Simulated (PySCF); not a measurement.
C₂H₆N (SMILES [CH2]CN), doublet, at a GFN2-xTB geometry. Base run: B3LYP/6-31G* in PySCF.

Geometry (Å):
```xyz
9

C      1.2375     0.1994    -0.3214
C      0.0714    -0.3756     0.3648
N     -1.1802     0.1445    -0.1516
H      2.2243    -0.1162    -0.0493
H      1.1052     0.9020    -1.1178
H      0.1845    -0.2226     1.4625
H      0.0498    -1.4707     0.2291
H     -1.1895     1.1573    -0.1087
H     -1.9660    -0.2041     0.3852
```
Charge 0, spin multiplicity 2.
Orbitals are unrestricted.
All else is at PySCF's defaults.

Each row names what was changed in the base input (with any setting that the change needs).

| change | basis functions | E (Eh) | HOMO (eV) | dipole (D) |
|---|---|---|---|---|
| base | 54 | -134.49223 | -5.23 | 1.38 |
| basis = ANO-RCC-VDZP; relativity = spin-free X2C; nucleus = Gaussian (with nucmod='G') | 72 | -134.61092 | -5.36 | 1.24 |
| basis = x2c-SVPall; relativity = spin-free X2C; nucleus = Gaussian (with nucmod='G') | 72 | -134.45883 | -5.39 | 1.30 |
| basis = ANO-RCC-VDZP; relativity = none | 72 | -134.54644 | -5.36 | 1.24 |
| basis = x2c-SVPall; relativity = spin-free X2C | 72 | -134.45884 | -5.39 | 1.30 |
| basis = cc-pVDZ-DK; relativity = none | 72 | -134.50065 | -5.32 | 1.24 |
| basis = cc-pVDZ-DK; relativity = spin-free X2C; nucleus = Gaussian (with nucmod='G') | 72 | -134.56245 | -5.32 | 1.23 |
| basis = ANO-RCC-VDZP; relativity = spin-free X2C | 72 | -134.61094 | -5.36 | 1.24 |
| basis = x2c-SVPall; relativity = none | 72 | -134.40099 | -5.40 | 1.31 |
| basis = cc-pVDZ-DK; relativity = spin-free X2C | 72 | -134.56246 | -5.32 | 1.23 |

Absolute energies of different levels of theory aren't comparable as measures of quality.

Open shells are given as the SCF converged; they aren't shown to be the lowest states, and a large step between rows can be another state.

Basis sets contracted for a relativistic Hamiltonian are a mismatch without it, so the rows without relativity aren't non-relativistic limits. No row has spin-orbit coupling; sets with core potentials leave out the core electrons.
